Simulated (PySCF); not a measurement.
A series of derivatives of Aziridine

Parent skeleton `[CH2:1]1[CH2:2][NH:3]1`; one hydrogen on atom 3 is replaced by X. Hydrogens on one atom are averaged.

PySCF 2.14 calculation with coordinates at the PBE0-D3(BJ)/def2-SVP level and GIAO PBE0/pcSseg-1 shieldings; isolated molecule, single conformer, averaged over atoms made equivalent by symmetry, fast rotation or ring inversion, non-relativistic Hamiltonian.

Referencing at the same level of theory: TMS for 13C and 1H; 15N vs NH3.

Parent (X = H): C1/C2 18.0, N3 10.4, H(C1)/H(C2) 1.42 ppm. Effects are Δδ = δ(X) − δ(H), positive for deshielding.

(1) Give Δδ (ppm) for X = vinyl, CH3, BH2.

(2) Which position responds most, and to which substituents?

Results:

(1) 
```
    X    SMILES  C1/C2      N3  H(C1)/H(C2)
vinyl  C=CN1CC1   +8.0   +55.4        +0.15
  CH3    CN1CC1   +9.8    +8.6        -0.37
  BH2    BN1CC1   +4.6  +109.6        +0.70
```

(2) N3: from +8.6 ppm with CH3 to +109.6 ppm with BH2.

Experimental scales use liquid or dissolved standards, which lie at an offset from isolated NH3 (liquid NH3: subtract about 20 ppm).
